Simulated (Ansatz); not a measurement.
Two isomers of C2H8OSSi: A = `OCSC[SiH3]`, B = `[SiH3]COCS`.

Gas-phase electronic energies from Ansatz, PBE0-D4/def2-TZVP geometries. CCSD(T)/CBS is the MP2 limit (def2-TZVPP, def2-QZVPP) plus CCSD(T) − MP2 in def2-TZVPP, frozen cores. DFT in def2-TZVPP. B3LYP here is the variant with VWN-RPA as its local correlation; programs differ in this. One conformer a species, not always the lowest.

A:

```xyz
13

O     1.682    0.615   -1.648
C     1.562    0.785   -0.265
S     1.144   -0.722    0.633
C    -0.504   -1.034   -0.056
Si   -1.814   -0.029    0.843
H     2.320   -0.087   -1.807
H     0.788    1.538   -0.111
H     2.491    1.135    0.201
H    -0.475   -0.837   -1.129
H    -0.698   -2.102    0.070
H    -1.459    1.414    0.809
H    -3.149   -0.201    0.204
H    -1.889   -0.476    2.257
```

B:

Z-matrix (Å, degrees):
```
Si
C 1 1.886
H 1 1.485 2 110.5
H 1 1.488 2 108.0 3 -119.4
H 1 1.485 2 110.3 3 121.2
O 2 1.415 1 108.8 3 -59.9
H 2 1.101 1 110.1 3 61.3
H 2 1.099 1 109.9 3 178.9
C 6 1.390 2 114.2 1 -179.1
S 9 1.820 6 115.4 2 68.7
H 9 1.098 6 111.6 2 -50.3
H 9 1.089 6 107.0 2 -169.6
H 10 1.342 9 96.0 6 69.0
```

Question: Which isomer does CCSD(T)/CBS put lower? Give the gap. (Best estimate.)

Answer: The calculation gave: A, by 51.4 kJ/mol.

Question: Give E(B) − E(A) in kJ/mol with PBE-D4, BLYP-D4, CCSD(T)/def2-SVP, CCSD(T)/def2-TZVPP, HF/def2-TZVPP, B3LYP, LDA (SPW92). (Best estimate.)

Answer: The calculation gave: PBE-D4 49.4, BLYP-D4 42.9, CCSD(T)/def2-SVP 32.3, CCSD(T)/def2-TZVPP 46.2, HF/def2-TZVPP 36.1, B3LYP 40.0, LDA (SPW92) 46.8. None reverses the order clearly.

Question: Does the order hold for the free energy at 298.15 K (harmonic terms from PBE0-D4)? (Estimate.)

Answer: Ansatz gave: Yes: G(B) − G(A) = +45.7 kJ/mol, for one conformer each. Modes under 60 cm⁻¹, often nearly free rotors, make the harmonic entropy too high.

Largest T1 diagnostic: 0.012.

At CCSD(T), def2-SVP lies −19.1 kJ/mol from the extrapolated value and def2-TZVPP −5.2 kJ/mol. In def2-TZVPP, CCSD(T) changes the Hartree–Fock value by +10.1 kJ/mol (the triples alone add +1.7 kJ/mol) and MP2 by +17.5 kJ/mol.
